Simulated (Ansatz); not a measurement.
The cluster SiGe2⁻, relaxed as a doublet with UKS PBE0-D4/def2-TZVPD in Ansatz, starting from the GFN1-xTB geometry. Force threshold 0.02 eV/Å.

The charge -1 doublet is spin-contaminated (final ⟨S²⟩ up to 0.98, 0.75 for a pure state). Another isomer (doublet) lies 0.98 eV lower at PBE0-D4/def2-TZVPD; other spin states weren't run for this one.

Start:

```xyz
3

Si    0.000    0.001    0.000
Ge    1.539    1.214    0.995
Ge   -1.538   -1.215   -0.994
```

Estimate the energy that the relaxation releases and the steps that it takes.

0.02 eV, in 5 steps; 19 s on 4 threads of Arm Neoverse V1 on a shared host. The force fell under the threshold at step 3, but the optimiser went on. No frequencies were taken in this run, so the end may be a saddle point.

Does the start keep its bonding and symmetry?

By distances, no bond broke or formed. The bond that changes most is Si1–Ge2, from 2.20 to 2.24 Å (atoms count from 1). Point group D∞h at the start, D∞h at the end, both within 0.05 Å.

Predict the relaxed structure.


```xyz
3

Si   -0.003   -0.001   -0.002
Ge    1.567    1.236    1.013
Ge   -1.564   -1.235   -1.011
```
Bond lengths: 2 × Ge–Si 2.23 to 2.24 Å.
